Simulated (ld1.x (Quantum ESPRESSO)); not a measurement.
# Transferability test, ultrasoft potential for Pd

palladium (Pd), ultrasoft, made with ld1.x (Quantum ESPRESSO) 7.5 (BLYP, scalar-relativistic). Core [Kr], reference 4d8 5s0 5p0 (charge +2). Waves: 5s (bound, empty): rcut 2.05, rcutus 2.45 bohr; 5s channel at 1.3 Ry: rcut 2.05, rcutus 2.45 bohr; 5p (bound, empty): rcut 1.80, rcutus 2.30 bohr; 5p channel at 4.35 Ry: rcut 1.80, rcutus 2.30 bohr; 4d (bound): rcut 1.80, rcutus 2.00 bohr; 4d channel at -1.15 Ry: rcut 1.80, rcutus 2.00 bohr. Local part: all-electron potential smoothed inside 2.20 bohr (lloc = -1). Core correction: a·sin(br)/r model core inside 1.45 bohr. Augmentation charge: PSQ, inside the norm-conserving radii.

Energies are relative to the spin-unpolarised reference configuration 4d8 5s0 5p0; without spin polarisation the order of configurations can differ from experiment.

```csv
valence configuration,charge,ΔE all-electron (eV),error AE − PS (meV)
4d10 5s0 5p0,0,-29.824,-1030
4d9 5s0 5p0,+1,-20.745,-417
4d7 5s0 5p0,+3,34.252,-749
4d6 5s0 5p0,+4,83.460,-3503
4d8 5s1 5p0,+1,-16.444,+2.3
4d9 5s1 5p0,0,-28.461,-323
```

Task: What are ΔE and the potential's error for 4d9 5s0 5p1?

Result: ΔE = -24.692 eV all-electron; the error (AE − PS) is -369 meV.

Levels in the configuration 4d10 5s0 5p0:

```csv
level,all-electron (eV),pseudo (eV)
4d,-4.026,-3.581
```
